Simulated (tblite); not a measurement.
Run record: tight-binding relaxation, `CC(=O)C1=[CH][Ge@@H]([PH2])[CH2]1`.

Computed with GFN2-xTB geometry optimisation, gas phase (tblite 0.8.0). Start geometry: from a force field or distance geometry. The command runs a driver script over a list of jobs; the input below is this job's line of settings and its coordinates in Å.

Command:
```bash
OMP_NUM_THREADS=1 python probes_run.py task.json out
```

Input:
```
{"job": {"kind": "relax", "xc": "GFN2-xTB", "basis": "xTB"}, "charge": 0, "multiplicity": 1}
C     -2.796300     0.395400     0.458300
C     -1.863700     0.088400    -0.678300
O     -2.263700     0.120100    -1.848800
C     -0.470500    -0.254500    -0.345400
C      0.555200    -0.575500    -1.052300
Ge     1.894800    -0.851300     0.247300
P      3.511400     0.722100     0.087300
C      0.224500    -0.363400     0.950200
H     -2.781300    -0.449200     1.185900
H     -2.510100     1.338500     0.971700
H     -3.818600     0.538300     0.046500
H      0.640100    -0.664800    -2.168900
H      2.372400    -2.308400     0.433500
H      4.072700     1.149300     1.329700
H      3.291900     1.732600    -0.894500
H     -0.233200    -1.173500     1.630000
H      0.167500     0.568000     1.586500
```

Problem. What does the run print?

Solution. 
```
step      E/eV     max force
  0    -643.55854    7.455
  1    -644.29058    3.745
  2    -644.66325    2.388
  3    -645.00301    2.347
  4    -645.38083    2.418
  5    -645.51584    1.248
  6    -645.62063    0.727
  7    -645.66593    0.950
  8    -645.70716    0.571
  9    -645.71761    0.219
... (77 lines left out)
 87    -645.79398    0.018
 88    -645.79403    0.015
 89    -645.79407    0.013
 90    -645.79409    0.014
 91    -645.79411    0.013
 92    -645.79413    0.012
 93    -645.79415    0.012
 94    -645.79417    0.012
 95    -645.79419    0.012
 96    -645.79420    0.008
```

«max force» is the largest atomic force in eV/Å.

Problem. From which step on does the largest force stay under 0.1 eV/Å, and how much energy is left to gain from there?

Solution. From step 32 (0.090 eV/Å), 10.6 meV above the end.

Main results: energy lowered by 51.6 kcal/mol over 96 steps; largest atomic force 0.008 eV/Å at the end.

Problem. Give the final coordinates.

Solution. 0.274 Å rms from the input after alignment:
```
atom  x, y, z in Å
C1    -2.7046    0.3402    0.4754
C2    -1.8213    0.0277   -0.7079
O3    -2.2364    0.0116   -1.8459
C4    -0.4111   -0.2609   -0.3836
C5     0.5327   -0.6393   -1.2624
Ge6    1.9445   -0.7517    0.1105
P7     3.8070    0.6318   -0.0291
C8     0.2014   -0.1819    0.9893
H9    -2.7480   -0.5253    1.1344
H10   -2.2910    1.1739    1.0389
H11   -3.7066    0.5880    0.1352
H12    0.3740   -0.7752   -2.3195
H13    2.3432   -2.1928    0.4433
H14    3.7857    0.8816    1.3390
H15    3.0019    1.7328   -0.2984
H16   -0.2465   -0.8694    1.7041
H17    0.1680    0.8210    1.4148
```

The run took 1.3 s wall on one thread, Arm Neoverse N1 (aarch64), no GPU, on a shared host.
Labels such as C1 count atoms from 1, the log's own numbers from 0.
